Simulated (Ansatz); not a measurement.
One change: `[SiH3]NCBCl` becomes `OCN[SiH3]`.

Ansatz, PBE0-D4/def2-TZVP geometries, multiplicity 1. Each molecule was computed in one conformer, which needn't be the lowest.

```
                                          property  `[SiH3]NCBCl`
    size of the dipole moment (PBE/def2-TZVPP) / D           1.70
                LUMO energy (PBE0/def2-TZVPP) / eV          -1.38
size of the dipole moment (ωB97M-V/def2-TZVPP) / D           1.70
             HOMO–LUMO gap (B3LYP/def2-TZVPP) / eV           5.23
             LUMO energy (ωB97M-V/def2-TZVPP) / eV           0.63
  size of the dipole moment (B3LYP/def2-TZVPP) / D           1.69
```

Q: Give the same properties after the change, and the shifts. (Estimate.)

A: The calculation gave: 
```
                                          property  `OCN[SiH3]`  shift
    size of the dipole moment (PBE/def2-TZVPP) / D         0.75  -0.95
                LUMO energy (PBE0/def2-TZVPP) / eV         0.34   1.72
size of the dipole moment (ωB97M-V/def2-TZVPP) / D         0.85  -0.85
             HOMO–LUMO gap (B3LYP/def2-TZVPP) / eV         7.12   1.89
             LUMO energy (ωB97M-V/def2-TZVPP) / eV         1.89   1.26
  size of the dipole moment (B3LYP/def2-TZVPP) / D         0.85  -0.84
```

With PBE0 the HOMO falls by 0.21 eV and the LUMO rises by 1.72 eV, so the gap widens by about 1.93 eV. PBE moves the HOMO by -0.18 eV and ωB97M-V by -0.22 eV. Dipoles are sizes alone; their direction can turn.

B3LYP here is the variant with VWN-RPA as its local correlation; programs differ in this.
